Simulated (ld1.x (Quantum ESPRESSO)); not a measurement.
Pseudopotential generation for B: PAW, PBEsol, scalar-relativistic.

B, PAW, made with ld1.x (Quantum ESPRESSO) 7.5 (PBEsol, scalar-relativistic). Core [He], reference 2s2 2p0 (charge +1). Waves: 2s (bound): rcut 1.00, rcutus 1.10 bohr; 2s channel at -0.8 Ry: rcut 1.00, rcutus 1.10 bohr; 2p (bound, empty): rcut 1.40, rcutus 1.90 bohr; 2p channel at -0.35 Ry: rcut 1.40, rcutus 1.90 bohr; 3d channel at 0.3 Ry: rcut 1.15, rcutus 1.40 bohr. Local part: all-electron potential smoothed inside 1.10 bohr (lloc = -1). Core correction: Bessel-smoothed model core, default radius (core density twice the valence density). Augmentation charge: BESSEL, radius 0.95 bohr.

All-electron outer shells of the reference configuration (PBEsol, scalar-relativistic, ld1.x):

| shell | level (eV) | outermost node (bohr) | outermost maximum (bohr) |
| --- | --- | --- | --- |
| 2s | -19.38 | 0.46 | 1.46 |
| 2p | -13.25 | – | 1.41 |

What the tests gave:

```
Cutoffs needed                            : 21 Ry and 35 Ry (the cutoffs (Ry, on a coarse ladder) from which the occupation-weighted sum of valence levels, in a spherical-Bessel basis at the reference potential, stays within 10 and 1 mRy of its value at 400 Ry)
Ghost test                                : no extra level below or beside the all-electron valence levels (s, p, d, f tested) (spherical-Bessel basis up to 400 Ry, 20 bohr box)
Largest excitation error                  : +6.7 meV (all-electron minus pseudo) for 2s0 2p3, out of 7 test configurations
Lowest eigenvalue of the overlap operator : 0.16 (d channel)
```

Generation and tests took about 0.99 s on one core of a shared server CPU.
